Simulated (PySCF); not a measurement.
Si(H)2(Br)(OH) (BrH3OSi), SMILES O[SiH2]Br.

Geometry optimised at PBE-D3(BJ)/def2-TZVP. One conformer was computed; it need not be the lowest.

Vertical ionisation energy (IE) and electron affinity (EA) in eV. Rows of orbital energies are one-electron estimates. Where ΔSCF, EOM or ADC give a negative EA the extra electron is unbound and the value depends on the basis.

| level | IE | EA |
|---|---|---|
| −ε(HOMO), −ε(LUMO), r2SCAN/def2-TZVPD (PySCF) | 7.49 | 0.63 |
| ADC(2)/aug-cc-pVDZ (PySCF) | ? | ? |

Some entries are withheld; supply them. (An estimate is asked for; the answer gives what the named calculation found.)


- ADC(2)/aug-cc-pVDZ (PySCF), IE: 10.53
- ADC(2)/aug-cc-pVDZ (PySCF), EA: -0.60

Beyond the first one, list the lowest photoelectron lines from PySCF 2.14.0 with ADC(2)/aug-cc-pVDZ with their pole strengths (two spins summed). (Estimate from the structure and the level; the computed values follow.)

10.62 eV (1.81), 11.19 eV (1.77), 12.13 eV (1.78), 13.33 eV (1.79), 13.72 eV (1.81).
